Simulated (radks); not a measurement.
Problem. All-electron atom: Tl3+ in [Kr] 4d10 4f14 5s2 5p(1/2: 2, 3/2: 3) 5d10 6s1 (not the ground configuration). Calculated with a radial shooting solver on a logarithmic mesh with Libxc functionals: Dirac Kohn-Sham, relativistic LDA (MacDonald-Vosko exchange, VWN5 correlation), spin-unpolarised, spherical densities, finite nucleus; Fermi nuclear charge, rms radius 5.4759 fm. Some entries of the table are withheld. Estimate them.

orbital  occ.  eigenvalue (hartree)  <r^2> (bohr^2)  r(max) (bohr)
1s1/2       2             -3118.158       0.0003725        0.01009
2s1/2       2             -556.5255        0.005595        0.05863
2p1/2       2             -534.8714        0.003941        0.04297
2p3/2       4             -460.0155        0.005122        0.05054
3s1/2       2                   (1)         0.03625         0.1648
3p1/2       2             -124.0431         0.03293         0.1535
3p3/2       4             -107.3838         0.03928         0.1689
3d3/2       4             -90.91120             (2)         0.1311
3d5/2       6             -87.33117             (3)         0.1353
4s1/2       2             -30.90185          0.1744         0.3706
4p1/2       2             -26.62364          0.1769            (4)
4p3/2       4             -22.56123          0.2087            (5)
4d3/2       4                   (6)          0.2176         0.3907
4d5/2       6                   (7)          0.2287         0.4003
5s1/2       2              -6.08667          0.8585            (8)
4f5/2       6              -5.64289          0.2582         0.3551
4f7/2       8              -5.47354          0.2654         0.3596
5p1/2       2              -4.63065          0.9864         0.8482
5p3/2       3              -3.87182           1.187         0.9250
5d3/2       4              -1.84667           1.897          1.079
5d5/2       6              -1.75571           2.022          1.111
6s1/2       1              -1.36912           5.033          1.919

Solution. 
(1) 3s1/2 eigenvalue (hartree): -133.9249
(2) 3d3/2 <r^2> (bohr^2): 0.02996
(3) 3d5/2 <r^2> (bohr^2): 0.03169
(4) 4p1/2 r(max) (bohr): 0.3680
(5) 4p3/2 r(max) (bohr): 0.3994
(6) 4d3/2 eigenvalue (hartree): -15.52854
(7) 4d5/2 eigenvalue (hartree): -14.76610
(8) 5s1/2 r(max) (bohr): 0.8087
